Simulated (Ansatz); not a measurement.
CH$_{9}$N$_{3}$OSn (`C[O][Sn]([NH2])([NH2])[NH2]`), 15 atoms. The species carries charge 0 and has multiplicity 1. Correlated methods include outer-core shells of Sn, which these sets cover unevenly. Sn takes the def2 core potential. All runs use 4 threads of an Arm Neoverse V1 on a shared host. Correlated methods freeze the cores.

Q: Give the basis size and wall time and peak host memory of each of these runs in Ansatz. RKS ωB97M-V/def2-QZVPP energy; RKS PBE0-D4/def2-QZVPP energy; RHF-MP2/def2-TZVPP energy; RHF-CCSD(T)/def2-SVP energy; direct RPA on PBE orbitals/def2-TZVPP energy; RKS HSE06 (plane-wave form)-D4/def2-TZVPP energy; RKS PBE0-D4/def2-TZVP frequencies; RHF-MP2/def2-QZVPP energy; RKS PBE-D4/def2-TZVPP energy and forces; RKS PBE0-D4/def2-SVP energy; RKS ωB97M-V/def2-SVP energy; RKS PBE0-D4/def2-TZVP relaxation (13 steps). (Best estimate.)

A: Ansatz gave: Other jobs shared the machine, so times are rough.

```
                                    level                    job  functions  wall time  peak host memory (GiB)
                     RKS PBE0-D4/def2-SVP                 energy        141        4 s                    0.57
                    RKS PBE-D4/def2-TZVPP      energy and forces        331      5.5 s                     0.5
                     RKS ωB97M-V/def2-SVP                 energy        141        9 s                    0.57
RKS HSE06 (plane-wave form)-D4/def2-TZVPP                 energy        331       12 s                     1.1
                       RHF-MP2/def2-TZVPP                 energy        331       14 s                     1.1
    direct RPA on PBE orbitals/def2-TZVPP                 energy        331       25 s                     1.1
                   RKS PBE0-D4/def2-QZVPP                 energy        637       31 s                     2.7
                     RHF-CCSD(T)/def2-SVP                 energy        141       51 s                     1.3
                   RKS ωB97M-V/def2-QZVPP                 energy        637       56 s                     3.3
                       RHF-MP2/def2-QZVPP                 energy        637       91 s                     5.5
                    RKS PBE0-D4/def2-TZVP  relaxation (13 steps)        259      100 s                    0.85
                    RKS PBE0-D4/def2-TZVP            frequencies        259    8.8 min                    0.87
```
